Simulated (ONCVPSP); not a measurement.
# Which change was made? (Be, ONCV)

| Property | Result |
| --- | --- |
| Element | Be |
| Generator | ONCVPSP 4.0.1 |
| Type | optimised norm-conserving Vanderbilt (ONCV) |
| Functional | PBE |
| Relativity | scalar-relativistic |
| Frozen core | none |
| Valence charge | 4 |
| Reference configuration | 1s2 2s1.75 2p0.25 |
| Partial waves | 1s+2s: rc 0.65 bohr, ncon 4, nbas 7, qcut 18.9 1/bohr, 2 projectors; 2p: rc 4.00 bohr, ncon 3, nbas 6, qcut 3.2 1/bohr, 3 projectors, debl 3.9 Ha; d scattering state at 0.25 Ha: rc 3.95 bohr, ncon 4, nbas 8, qcut 2.6 1/bohr, 2 projectors, debl 2.1 Ha |
| Local potential | polynomial inside 0.45 bohr (lpopt 5, dvloc0 3 Ha) |
| Core correction | none |

Cutoffs, loose and tight: the cutoffs (Ha) at which the residual kinetic energy of the hardest occupied pseudo-wave falls to 1 and 0.1 mHa per electron. They do not see the model core or the augmentation charge, which bear on the density cutoff. Test errors are all-electron minus pseudo excitation energies from the reference, over the configurations 1s2 2s2 2p0; 1s2 2s1 2p0; 1s2 2s0 2p0; 1s2 2s1.5 2p0; variants that change the core or the reference have their own tests.

The base gives: outcome: generated; cutoff, loose: 127 Ha; cutoff, tight: 149 Ha; bound ghosts: none; GHOST(+) flags above zero: p; largest test error (meV): +66.

(1) After one change the result is: outcome: generated; cutoff, loose: 127 Ha; cutoff, tight: 149 Ha; bound ghosts: none; GHOST(+) flags above zero: p; largest test error (meV): +83. Which change was it?
A. p: rc 2.84
B. p: rc 5.14
C. p: rc 3.36
D. p: rc 4.58

Results:

(1) D. The others give: p: rc 2.84 → outcome: generated; cutoff, loose: 127 Ha; cutoff, tight: 149 Ha; bound ghosts: none; GHOST(+) flags above zero: p; largest test error (meV): +34 | p: rc 5.14 → outcome: generated; cutoff, loose: 127 Ha; cutoff, tight: 149 Ha; bound ghosts: none; GHOST(+) flags above zero: p; largest test error (meV): +116 | p: rc 3.36 → outcome: generated; cutoff, loose: 127 Ha; cutoff, tight: 149 Ha; bound ghosts: none; GHOST(+) flags above zero: p; largest test error (meV): +48.
